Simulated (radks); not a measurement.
Q: The cobalt ion Co6+ is in [Ar] 3d3. Method: scalar-relativistic Kohn-Sham, r2SCAN, spin-polarised, spherical densities, finite nucleus; meta-GGA in the generalised Kohn-Sham scheme; Fermi nuclear charge, rms radius of each element as measured or else 0.836 A^(1/3) + 0.57 fm; computed with a radial shooting solver on a logarithmic mesh with Libxc functionals. Open shells are filled with parallel spins first. One electron is removed from 3p, 3s, 2p, 3d in turn, with full relaxation. Which removal costs least, and what does each cost?

A: 3d 129.70 eV; 3p 185.75 eV; 3s 225.41 eV; 2p 930.99 eV. The 3d electron leaves first.
